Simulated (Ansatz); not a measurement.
Program: Ansatz. Geometries: PBE0-D4/def2-TZVP. ΔE: electronic, gas phase. CCSD(T)/CBS is the MP2 limit (def2-TZVPP, def2-QZVPP) plus CCSD(T) − MP2 in def2-TZVPP, frozen cores. DFT in def2-TZVPP. For Ge outer-core shells are correlated without core-valence functions, which leaves a few kJ/mol of doubt a bond. Scalar relativity is left out up to krypton.

Reaction (isomerisation): `[SiH2]1[SiH2][GeH2][SiH2][GeH2][SiH2]1` → `[SiH2]1[SiH2][SiH2][GeH2][GeH2][SiH2]1`

`[SiH2]1[SiH2][GeH2][SiH2][GeH2][SiH2]1`:

Z-matrix (Å, degrees):
```
Si
Si 1 2.337
Si 1 2.343 2 108.3
H 1 1.490 2 112.4 3 -122.6
H 1 1.491 2 108.3 3 117.8
Ge 2 2.388 1 108.0 3 -73.4
H 2 1.489 1 112.3 3 164.5
H 2 1.490 1 108.9 3 44.6
Ge 3 2.389 1 110.2 2 38.7
H 3 1.489 1 109.4 2 -81.8
H 3 1.490 1 110.1 2 159.3
Si 6 2.386 2 110.2 1 32.5
H 6 1.541 2 109.5 1 -88.5
H 6 1.541 2 109.8 1 153.3
H 9 1.542 3 108.9 1 -88.3
H 9 1.540 3 110.6 1 153.4
H 12 1.489 6 108.9 2 -82.9
H 12 1.489 6 110.8 2 158.0
```

`[SiH2]1[SiH2][SiH2][GeH2][GeH2][SiH2]1`:

```xyz
18

Si    2.049    0.604    0.283
Si    0.477    2.256   -0.265
Si   -1.652    1.315   -0.532
Ge   -1.902   -0.484    1.006
Ge   -0.426   -2.283    0.292
Si    1.482   -1.378   -0.818
H     1.982    0.350    1.751
H     3.426    1.065   -0.047
H     0.891    2.928   -1.530
H     0.433    3.282    0.814
H    -2.712    2.348   -0.363
H    -1.762    0.754   -1.908
H    -1.482   -0.020    2.414
H    -3.357   -0.982    1.085
H     0.029   -3.095    1.520
H    -1.197   -3.231   -0.647
H     2.601   -2.361   -0.825
H     1.121   -1.070   -2.231
```

| level | ΔE (kcal/mol) |
| --- | --- |
| revPBE-D4 | -0.1 |
| PBE0-D4 | -0.1 |

What does CCSD(T)/CBS give? (Best estimate.)

Computed: +0.2 kcal/mol. The listed levels differ from it by -0.3, -0.3 kcal/mol.

Largest T1 diagnostic among the species: 0.013.

Leaving LDA and LC-ωPBE aside and taking each functional with its dispersion term where it has one, the values, not all of them listed here, spread over 0.4 kcal/mol, from BLYP-D4 to ωB97M-V.
